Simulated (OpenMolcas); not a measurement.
# Ionisation energies of antimony

* Program: OpenMolcas 26.06
* Basis: ANO-RCC [10s9p8d5f3g]
* Scalar Hamiltonian: DKH2, point nucleus
* Spin-orbit coupling: state interaction with AMFI integrals over the reference wave functions, term energies averaged over their components

Active shells in each charge state: the valence s, p shells, with orbitals averaged over the low states. Where CASPT2's correlated closed shells are named, they are those of the first ion.

A. CASSCF
B. SS-CASPT2, IPEA 0.25 Eh, imaginary shift 0.1 Eh (closed shells correlated: 4d)
C. SS-CASPT2, IPEA 0.25 Eh, imaginary shift 0.1 Eh (closed shells correlated: 4s 4p 4d)
D. SS-CASPT2, IPEA 0.25 Eh, imaginary shift 0.1 Eh (closed shells correlated: none)
E. SS-CASPT2, IPEA 0 Eh, imaginary shift 0.1 Eh (closed shells correlated: 4d)

Energies in eV between the lowest computed levels, named as in B; reference values from the NIST Atomic Spectra Database with their kind.

```tsv
From	To	A	B	C	D	E	Spin-orbit share in B	Reference
Sb+ 5s2 5p2 3P0	Sb2+ 5s2 5p 2P* 1/2	15.778	16.641	16.654	16.325	16.747	+0.043	16.626 (measured)
Sb2+ 5s2 5p 2P* 1/2	Sb3+ 5s2 1S0	24.159	25.271	25.307	24.788	25.374	+0.488	25.323 (measured)
Sb3+ 5s2 1S0	Sb4+ 5s 2S 1/2	42.505	43.532	43.637	42.578	43.534	+0.000	43.804 (measured)
Sb4+ 5s 2S 1/2	Sb5+ 4d10 1S0	53.382	54.907	55.061	53.382	54.954	+0.000	55.000 (semi-empirical)
```

Steps that some method lacks are left out, and so are those with a state whose active s or d shell is doubly occupied in every root (s and p with five to eight electrons, d10) over a frozen core shell of the same l, since the two then mix freely.

Error against the reference values, in %:

| From | Reference | A | B | C | D | E |
| --- | --- | --- | --- | --- | --- | --- |
| Sb+ | measured | -5.1 | +0.1 | +0.2 | -1.8 | +0.7 |
| Sb2+ | measured | -4.6 | -0.2 | -0.1 | -2.1 | +0.2 |
| Sb3+ | measured | -3.0 | -0.6 | -0.4 | -2.8 | -0.6 |
| Sb4+ | semi-empirical | -2.9 | -0.2 | +0.1 | -2.9 | -0.1 |

Mean absolute error over the 3 measured values: A 1.10 eV, B 0.11 eV, C 0.07 eV, D 0.69 eV, E 0.15 eV. C lies closest.

* marks odd parity.
